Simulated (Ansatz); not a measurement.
Consider the redistribution: `C[SiH2][Te]B(O)O` + `F[SiH3]` → `C[SiH2][TeH]` + `OB(O)[SiH2]F`.

Gas-phase electronic energies from Ansatz, PBE0-D4/def2-TZVP geometries. CCSD(T)/CBS is the MP2 limit (def2-TZVPP, def2-QZVPP) plus CCSD(T) − MP2 in def2-TZVPP, frozen cores. This one scheme is used for every species. DFT in def2-TZVPP. B3LYP here is the variant with VWN-RPA as its local correlation; programs differ in this. def2 core potentials past Kr. For Te outer-core shells are correlated without core-valence functions, which leaves a few kJ/mol of doubt a bond. One conformer a species, not always the lowest.

| level | ΔE (kJ/mol) | difference from CCSD(T)/CBS |
| --- | --- | --- |
| PBE-D4 | 57.5 | -13.8 |
| ωB97X-V | 62.9 | -8.4 |
| B2PLYP | 65.9 | -5.4 |
| r2SCAN | 65.0 | -6.3 |
| PBE0 | 59.1 | -12.2 |
| B3LYP | 56.6 | -14.7 |
| CCSD(T)/def2-TZVPP | 69.2 | -2.1 |
| HF/def2-QZVPP | 66.7 | -4.6 |
| MP2/def2-QZVPP | 84.4 | 13.1 |
| HF/CBS(def2) | 66.7 | -4.6 |
| CCSD(T)/CBS | 71.3 | 0 |

Largest T1 diagnostic among the species: 0.013.

From PBE to PBE0 (25 % exact exchange), in def2-TZVPP and without D4, ΔE moves by +5.2 kJ/mol. The D4 term adds +6.0 kJ/mol with B3LYP and +3.2 kJ/mol with PBE0; it sums over pairs of atoms, weighted by their polarisabilities, and B3LYP, whose exchange is more repulsive, gets the larger term.
